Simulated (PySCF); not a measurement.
**Si⁺ (silicon, charge +1): UHF calculation**

Configuration: [Ne] 3s2 3p1, 2P determinant. All numbers are calculated (PySCF 2.14, no relativity, point nucleus, in def2-TZVP).

```json
{
  "Total energy": "-288.570014 hartree",
  "One-electron energy": "-395.8516 hartree",
  "Hartree (Coulomb) energy": "127.3528 hartree",
  "Exchange energy": "-20.0711 hartree",
  "Kinetic energy": "288.55261 hartree",
  "⟨S²⟩": "0.7663",
  "⟨L²⟩": "2.050",
  "Sum of ⟨r⟩": "11.22 bohr",
  "Sum of ⟨r²⟩": "20.19 bohr²",
  "Traceless quadrupole moment −½Σ⟨3z² − r²⟩ along its main axis": "-2.94 e·bohr²",
  "Density at the nucleus (Gaussians lack the cusp)": "1700 bohr⁻³",
  "Spin density at the nucleus": "0.0266 bohr⁻³",
  "Langevin diamagnetic susceptibility": "-16.0 ×10⁻⁶ cm³/mol",
  "Time after the integrals": "0.08 s of wall time on 1 thread of Neoverse-V2 (shared host)"
}
```

```csv
shell,electrons,mean orbital energy (hartree),spread (hartree),"rms radius, mean of both spins (bohr)"
1s α,1,-69.17470,0,0.129
1s β,1,-69.16773,0,0.129
2s α,1,-6.51445,0,0.614
2s β,1,-6.50709,0,0.614
2p α,3,-4.61474,0.01376,0.599
2p β,3,-4.60117,0.01640,0.599
3s α,1,-0.88483,0,2.25
3s β,1,-0.79612,0,2.25
3p α,1,-0.59573,0,2.66
```
